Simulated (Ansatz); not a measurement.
`[CH3][In]([OH])[F]` + HCl → `[CH3][In]([OH])[Cl]` + H–F  (ligand exchange at the In–F bond)

Gas-phase electronic energies from Ansatz, PBE0-D4/def2-TZVP geometries. CBS: MP2 limit from def2 TZ/QZ plus the TZ coupled-cluster correction, frozen cores. This one scheme is used for every species. def2 core potentials past Kr. For In outer-core shells are correlated without core-valence functions, which leaves a few kJ/mol of doubt a bond. One conformer a species, not always the lowest.

```json
{"species": "`[CH3][In]([OH])[F]`", "CCSD(T)/def2-SVP energy (Eh)": "-404.21747"}
{"species": "HCl", "CCSD(T)/def2-SVP energy (Eh)": "-460.10218"}
{"species": "`[CH3][In]([OH])[Cl]`", "CCSD(T)/def2-SVP energy (Eh)": "-764.19948"}
{"species": "H–F", "CCSD(T)/def2-SVP energy (Eh)": "-100.13914"}
```

Work out ΔE.

ΔE = (-764.19948) + (-100.13914) − (-404.21747) − (-460.10218) = -0.01897 Eh = -0.52 eV. CCSD(T)/CBS gives -0.60 eV.

Largest T1 diagnostic among the species: 0.016.

From PBE to PBE0 (25 % exact exchange), in def2-TZVPP and without D4, ΔE moves by −0.10 eV. Leaving LDA and LC-ωPBE aside and taking each functional with its dispersion term where it has one, the values, not all of them listed here, spread over 0.20 eV, from PBE-QIDH to BLYP-D4. LDA lies −0.06 eV from PBE without D4. At CCSD(T), def2-SVP lies +0.08 eV from the extrapolated value and def2-TZVPP +0.00 eV.
